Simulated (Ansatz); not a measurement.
Br₂Sn (SMILES [Br][Sn][Br]), singlet, at a GFN2-xTB geometry (such geometries of metal compounds can be far from the true shape) (core potentials on Sn); Ansatz (a quantum-chemistry and plane-wave program) with PBE/def2-TZVPP.

Ansatz was given this input:
Ansatz 0.2 input:
```yaml
crystal:
  periodic: [false, false, false]
  atoms:
    - {symbol: Sn, position_ang: [-0.02127691, -0.00100366, 0.95007996]}
    - {symbol: Br, position_ang: [1.02717262, 1.67331750, -0.65419857]}
    - {symbol: Br, position_ang: [-0.99677703, -1.67188370, -0.70305852]}
basis:
  gaussian:
    orbitals: def2-TZVPP
hamiltonian:
  xc: pbe
```

Problem. Predict the main parts of the log of this Ansatz run.

Solution. 
```
Functional definition: PBE
1140 factors; their error is unknown
mean field evaluation 1: about -145905.4728 eV, gradient 1.9e1 eV
mean field evaluation 2: about -145899.9900 eV, gradient 4.4e1 eV
mean field evaluation 4: about -145906.5461 eV, gradient 2.3e0 eV
mean field evaluation 8: about -145906.5582 eV, gradient 3.5e-2 eV
mean field evaluation 16: about -145906.5115 eV, gradient 1.5e-5 eV
mean field -145906.51146067 eV, -5361.9653971941 hartree, gradient 1.1e-5 eV, S^2 0.000000; 0 other end points of the search recorded, 0 dependent functions left out
reference -145906.51149573 eV, -5361.9653984824 hartree; 46, 46 occupied and 100, 100 virtual orbitals, 1140 factors
Total energy: -145906.51149573 eV, -5361.9653984824 hartree
```
